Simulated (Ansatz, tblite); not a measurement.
Removing and adding an electron: the cluster Sn₂Au (the lowest doublet isomer of a short search). Charge 0, multiplicity 2. Geometry: B3LYP-D4/def2-TZVP. Ansatz, gas phase; energy differences of separate SCF runs; the oxidised species is a triplet (the singlet lies 0.30 eV higher at PBE0-D4/def2-TZVP); the reduced species is a singlet (the triplet lies 0.87 eV higher at PBE0-D4/def2-TZVPD).

Cartesian coordinates in Å:
```
Au 0.229 0.399 1.499
Sn -0.018 1.166 -1.128
Sn -0.211 -1.565 -0.372
```

In the def2 sets Au, Sn take a core potential; there is no spin–orbit coupling. The xTB rows come from tblite. The structure comes from a short search, and lower isomers may exist.

Task: Estimate orbital energies and vertical ionisation energies and electron affinities at: GFN1-xTB; GFN2-xTB; PBE-D4/def2-TZVP; PBE-D4/def2-TZVPD; r2SCAN-D4/def2-TZVP; r2SCAN-D4/def2-TZVPD; PBE0-D4/def2-TZVP; PBE0-D4/def2-TZVPD.

Result: 
```
               level  −HOMO (eV)  vertical IE (eV)  −LUMO (eV)  vertical EA (eV)  HOMO–LUMO gap (eV)  IE − EA (eV)                       remarks
            GFN1-xTB           –             12.20           –              5.99                   –          6.21                             –
            GFN2-xTB           –             11.39           –              4.27                   –          7.12                             –
    PBE-D4/def2-TZVP        4.27              6.69        3.99                 –                0.29             –                             –
   PBE-D4/def2-TZVPD        4.28                 –        4.01              1.88                0.28             –  HOMO above zero (-1 singlet)
 r2SCAN-D4/def2-TZVP        4.43              6.67        3.78                 –                0.65             –                             –
r2SCAN-D4/def2-TZVPD        4.43                 –        3.80              1.85                0.63             –  HOMO above zero (-1 singlet)
   PBE0-D4/def2-TZVP        5.03              6.69        3.25                 –                1.78             –                             –
  PBE0-D4/def2-TZVPD        5.03                 –        3.26              1.82                1.77             –                             –
```

   A HOMO above zero means that the electron is unbound at that level or that self-interaction error raises the level; the energy of removing that electron tells which. HOMO and LUMO are the levels of the spin that leaves or enters (xTB has no such levels and no spin-polarisation term). Other spin states of the ions may lie lower, which would lower the ionisation energy or raise the affinity. Raw xTB energy differences between charge states are shifted by several eV; the methods need an empirical correction for them.
